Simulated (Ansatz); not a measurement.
Species: C2H6Cl3NSi, net charge 0, singlet state. SMILES: CN(C)[Si](Cl)(Cl)Cl
Coordinates optimised at B3LYP-D3(BJ)/def2-TZVP (Ansatz, a quantum-chemistry and plane-wave program):
```xyz
13

C     -2.4456    -0.6024    -0.4403
N     -1.3750     0.3845    -0.3674
C     -1.8641     1.7425    -0.1626
Si     0.2140    -0.0531     0.0004
Cl     0.5426    -0.3724     2.0088
Cl     1.5007     1.4280    -0.5804
Cl     0.7023    -1.7917    -0.9617
H     -3.1244    -0.3498    -1.2599
H     -3.0271    -0.6339     0.4884
H     -2.0442    -1.5955    -0.6292
H     -2.5370     2.0189    -0.9794
H     -2.4153     1.8333     0.7806
H     -1.0403     2.4527    -0.1498
```

Quantity: atomisation energy (electronic, to ground-state atoms), in kcal/mol. Valence correlation only, unless marked. UHF or UKS for open shells. No spin-orbit coupling. Non-relativistic. The coupled-cluster limit lacks core correlation, which all-electron functionals hold. CBS marks a two-point X^-3 extrapolation of the correlation energy; Hartree-Fock from the larger set.

```tsv
level	program	atomisation energy (kcal/mol)	minus last row
PBE0-D3(BJ)/def2-TZVPD	Ansatz + dftd3	1150.9	3.0
BHLYP/def2-TZVPD	Ansatz	1098.0	-49.9
r2SCAN0/def2-TZVPD	Ansatz	1129.7	-18.2
MP2/cc-pV(T+d)Z	Ansatz	1136.1	-11.8
SCS-MP2/aug-cc-pV(T+d)Z	Ansatz	1134.1	-13.8
CCSD(T)/aug-cc-pV(T+d)Z	Ansatz	1118.1	-29.8
CCSD(T)/CBS(cc-pV(T+d)Z,cc-pV(Q+d)Z)	Ansatz	1147.9	0.0
```
